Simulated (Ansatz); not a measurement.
Reactions of dimethylformamide.

Computed with Ansatz on PBE0-D4/def2-TZVP structures; ΔE is electronic, products minus reactants. CCSD(T)/CBS is the MP2 limit (def2-TZVPP, def2-QZVPP) plus CCSD(T) − MP2 in def2-TZVPP, frozen cores. This one scheme is used for every species. For Se outer-core shells are correlated without core-valence functions, which leaves a few kJ/mol of doubt a bond. Scalar relativity is left out up to krypton. Each species was taken in one conformer, which may not be the lowest.

**Question.** Order these by ΔE at CCSD(T)/CBS, lowest first. (Best estimate.)
A. `CN(C)C=O` + `C=C=CN` → `CC=C=CN` + `CNC=O`
B. `CN(C)C=O` + `CO[SiH2][SeH]` → `CO[SiH2][Se]C` + `CNC=O`
C. `CN(C)C=O` + `C=CN[SiH3]` → `C=CN([SiH3])C=O` + `CNC`

**Answer.** A (-26.7 kJ/mol), B (-17.6 kJ/mol), C (+25.5 kJ/mol).

Largest T1 diagnostic: 0.015, for `C=CN([SiH3])C=O`.
